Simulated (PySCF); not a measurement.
From one molecule to another.

First species: C11H12.
SMILES: `C#C[C@@]1(C#CC)[C@@H]2CC[C@H]1C2`

Second species: C11H12.
Cartesian coordinates in Å at the GFN2-xTB level; atoms count from 1:
```xyz
23
C11H12 angstrom
C      3.0662    0.9132   -0.8326
C      2.3319    0.5165    0.1894
C      1.5282   -0.7505    0.2236
C      0.1111   -0.4734    0.6579
C     -0.2522   -0.6899    1.9794
C     -1.5420   -0.4495    2.4186
C     -2.4934    0.0115    1.5256
C     -2.1452    0.2335    0.2075
C     -0.8480    0.0018   -0.2460
C     -0.5013    0.2715   -1.6430
C     -1.3158    0.0717   -2.6696
H      3.1408    0.3335   -1.7391
H      3.6336    1.8282   -0.8063
H      2.2752    1.1160    1.0891
H      1.5453   -1.2338   -0.7546
H      1.9896   -1.4299    0.9467
H      0.4875   -1.0580    2.6773
H     -1.8025   -0.6201    3.4528
H     -3.5033    0.2029    1.8572
H     -2.8809    0.6158   -0.4844
H      0.4930    0.6608   -1.8138
H     -1.0189    0.2954   -3.6803
H     -2.3037   -0.3402   -2.5455
```

Levels: PBE0/pcSseg-1 for HOMO energy, LUMO energy and HOMO–LUMO gap. Geometries: GFN2-xTB. Each species is one conformer at its optimised geometry, gas phase, non-relativistic unless stated; the electronic structure was computed with PySCF and density fitting.

The conformers computed, where there is a choice (atom-mapped SMILES and torsion angles):
- `[CH2:1]=[CH:2][CH2:3][c:4]1[cH:5][cH:6][cH:7][cH:8][c:9]1[CH:10]=[CH2:11]`: C1–C2–C3–C4 -129°, C2–C3–C4–C5 -98°, C8–C9–C10–C11 -36°

The conformers of `C#C[C@@]1(C#CC)[C@@H]2CC[C@H]1C2` aren't listed.

| property | column X | column Y |
| --- | --- | --- |
| HOMO energy | -7.09 eV | -6.66 eV |
| LUMO energy | 0.87 eV | -0.85 eV |
| HOMO–LUMO gap | 7.96 eV | 5.81 eV |

Task: Which column belongs to which species?

Result: Column X is the first species and column Y the second. The first has 23 atoms and 78 electrons, the second 23 and 78.

Task: How does each property change from the first species to the second?

Result: HOMO energy +0.43 eV; LUMO energy -1.72 eV; HOMO–LUMO gap -2.15 eV.

